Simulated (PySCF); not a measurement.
B(Cl)(Br)(vinyl) (C2H3BBrCl), SMILES C=CB(Cl)Br. Heavy atoms are numbered as in [B:1]([Cl:2])([Br:3])[CH:4]=[CH2:5]. Hydrogens are named by the atom that carries them.

Coordinates come from a PBE0-D3(BJ)/def2-SVP optimisation. This is a generated structure with no PubChem entry under its InChIKey; it may be hypothetical. Other conformers were not sampled.

All values below come from PBE/def2-TZVP in PySCF.

ESP charges are fitted to the potential on shells at 1.4 to 2.0 van der Waals radii. Atomic charges (e), one atom of each kind:

| atom | Löwdin | ESP fit |
|---|---|---|
| B1 | -1.29 | 0.04 |
| Cl2 | 0.62 | -0.06 |
| Br3 | 0.54 | -0.06 |
| C4 (CH) | -0.17 | 0.00 |
| C5 (CH2) | -0.12 | -0.33 |
| H on C4 | 0.16 | 0.08 |
| H on C5 | 0.13 | 0.17 |

Computed Mayer and Wiberg (Löwdin basis) orders of the bonds:
```csv
bond,Mayer,Wiberg
B1–Cl2,1.31,2.16
B1–Br3,1.30,2.05
B1–C4,1.12,1.32
C4–C5,1.83,2.06
```
